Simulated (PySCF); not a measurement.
5-ethenylidene-2H-furan (C6H6O), SMILES C=C=C1C=CCO1.

Geometry: PBE-D3(BJ)/def2-SVP. The values are those of a single conformer.

The numbers are results of PySCF with SMD-B3LYP/def2-SVP, not measurements.

Solvation free energies are E(SMD) − E(gas) at the gas-phase geometry, for 1 M in both phases. In vacuum the dipole moment is 1.96 D.

Question: Rank water, acetonitrile, benzene by solvation free energy, most negative first.

Answer: acetonitrile (-5.5 kcal/mol), benzene (-4.7 kcal/mol), water (-1.9 kcal/mol)
